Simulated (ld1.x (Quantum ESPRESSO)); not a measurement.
Values are calculated unless marked as measured or tabulated.
Hardness and transferability of assorted potentials

Generated with ld1.x 7.5 (TM, RRKJ, ultrasoft, PAW), atompaw 4.2 or ONCVPSP 4.0.1. The cutoff is in Ry: for ld1.x and atompaw files where the sum of valence levels is converged to 10 mRy in a Bessel basis, for ONCV files where the hardest occupied wave has 1 mHa per electron of residual kinetic energy. The error is the largest all-electron minus pseudo excitation energy over each file’s own four to seven test configurations (ionisations up to +4, promotions, holes and added fractions of an electron), all of which were solved. The labels leave out finer settings (local radius, basis sizes, second energies), which also bear on the numbers. Spin-polarised tests are not counted. The rows are a selection from randomly drawn settings: files with unsolved tests, undetermined cutoffs or missed reference levels are left out.

A true bound ghost makes a file unfit for plane-wave use even where its test errors are small: the radial tests pick states by their node count and pass the ghost by.

| element | potential | cutoff (Ry) | largest error (meV) | bound ghosts |
| --- | --- | --- | --- | --- |
| Cl | TM, PBE, non-relativistic, rc 0.90/1.10 (sp), local p, core correction yes, reference 3s2 3p5 | 110 | +243 | none |
| Zn | TM, PBE, fully relativistic, rc 2.05/2.45 (sp), local smoothed, core correction yes, reference 4s1 4p1 | 10 | -95 | none |
| Rb | TM, LDA (PZ), fully relativistic, rc 4.20/4.20/4.20 (spd), local d, core correction yes, reference 4d0 5s0.75 5p0 | 6 | +2.0 | s |
| Sn | TM, LDA (PZ), fully relativistic, rc 1.65/1.80 (sp), local s, core correction no, reference 5s2 5p1.5 | 35 | +284 | none |
| Cs | ultrasoft, LDA (PZ), scalar-relativistic, rc 3.05/3.15/4.00 (spd), local smoothed, core correction no, reference 5s2 5p6 5d1 6s0 6p0 | 8 | -7.3 | none |

Fill in the row for Tl: TM semilocal, PBE, scalar-relativistic, rc 1.70/2.50/1.15 (spd), local s, core correction yes, reference 5d10 6s2 6p1.

cutoff 70 Ry, largest error -65 meV, bound ghosts: none.

Fill in the row for Cl: RRKJ, PW91, scalar-relativistic, rc 1.25/1.30 (sp), local s, core correction yes, reference 3s2 3p5.

cutoff 60 Ry, largest error +86 meV, bound ghosts: none.
